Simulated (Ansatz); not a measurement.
Basis-set extrapolation for C$_{2}$H$_{4}$FNSi (`N#C[SiH2]CF`) (PBE0-D4/def2-TZVP geometry, frozen core, Ansatz 0.2.0). Multiplicity 1, RHF reference.

```
                      def2-TZVPP   def2-QZVPP
                 HF  -520.983479  -521.002317
    MP2 correlation    -0.871835    -0.938484
CCSD(T) correlation    -0.938107      not run
```

Energies in hartree. Use E(X) = E(∞) + A·exp(−7.88·√X) for Hartree–Fock and E(X) = E(∞) + B·X^(−2.97) for correlation, with X = 3 and 4, and add CCSD(T) minus MP2 of the smaller set to the MP2 limit.

What is the CCSD(T) energy at the basis-set limit?

HF limit: -521.002317 + (-0.018838) × 0.13774 = -521.00491. MP2 limit: -0.938484 + (-0.066649) × 0.74074 = -0.98785. Higher-order term: -0.938107 − (-0.871835) = -0.06627. Total: -522.05903 hartree, 360.9 kJ/mol below CCSD(T)/def2-TZVPP.
